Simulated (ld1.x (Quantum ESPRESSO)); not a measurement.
# Before and after: PAW potential for C (Z = 6)

ld1.x (Quantum ESPRESSO) 7.5 input, shortened:

```
&input
   title='C', zed=6., rel=1, dft='PZ', iswitch=3,
   config='[He] 2s1 2p3'
 /
 &inputp
   pseudotype=3, lpaw=.true., tm=.true., lloc=-2, rcloc=1.20,
   nlcc=.true.,
   which_augfun='PSQ', rmatch_augfun_nc=.true.
 /
4
2S  1  0   1.00   0.00  1.15  1.30  0.0
2S  1  0   0.00   4.00  1.15  1.30  0.0
2P  2  1   3.00   0.00  1.40  1.55  0.0
2P  2  1   0.00   3.90  1.40  1.55  0.0
 &test
   configts(1)='2s1 2p3'
 /
```

Change: wave 2p channel at 3.9 Ry: rcut 1.40, rcutus 1.55 bohr becomes 2p channel at 6.55 Ry: rcut 1.40, rcutus 1.55 bohr.

Cutoffs: the cutoffs (Ry, on a coarse ladder) from which the occupation-weighted sum of valence levels, in a spherical-Bessel basis at the reference potential, stays within 10 and 1 mRy of its value at 400 Ry; they do not see the model core or the augmentation charge, which bear on the density cutoff. Errors are all-electron minus pseudo energies relative to the spin-unpolarised reference configuration.

How do hardness, ghosts and transferability respond?

The potential gets neither clearly harder nor softer (25 Ry and 35 Ry → 25 Ry and 35 Ry); of the 9 tests that both files solve, the error grows in 3 and shrinks in 0 by more than 15 % and 0.3 meV (median size 0.6 → 1.6 meV); neither file shows a bound ghost.

| quantity | base | changed |
| --- | --- | --- |
| cutoff, loose | 25 Ry | 25 Ry |
| cutoff, tight | 35 Ry | 35 Ry |
| loose cutoff by channel (10 mRy a level) | s 8 Ry, p 21 Ry | s 8 Ry, p 25 Ry |
| bound ghosts | none | none |
| error for 2s2 2p2, meV [ΔE -8.24 eV] | -0.3 | -0.3 |
| error for 2s2 2p1, meV [ΔE 2.75 eV] | -0.6 | -1.6 |
| error for 2s2 2p0, meV [ΔE 27.01 eV] | -1.5 | -1.5 |
| error for 2s1 2p2, meV [ΔE 11.24 eV] | -0.3 | -1.9 |
| error for 2s1 2p0, meV [ΔE 74.98 eV] | -13 | -13 |
| error for 2s2 2p1.5, meV [ΔE -4.21 eV] | -0.5 | -0.8 |
| error for 2s2 2p2.3, meV [ΔE -9.44 eV] | -0.2 | -0.3 |
| error for 2s1 2p3 (spin-polarised), meV [ΔE -5.36 eV] | -5.7 | -6.2 |
| error for 2s2 2p2 (spin-polarised), meV [ΔE -9.37 eV] | -1.6 | -1.7 |
| s: phases at 1.69 bohr within 0.05 rad from the reference energy up to (Ry; the scan ends near 5) | to the end of the scan | to the end of the scan |
| p: phases at 1.69 bohr within 0.05 rad from the reference energy up to (Ry; the scan ends near 5) | to the end of the scan | to the end of the scan |
| lowest overlap eigenvalue by channel | s 0.56, p 0.49 | s 0.56, p 0.89 |
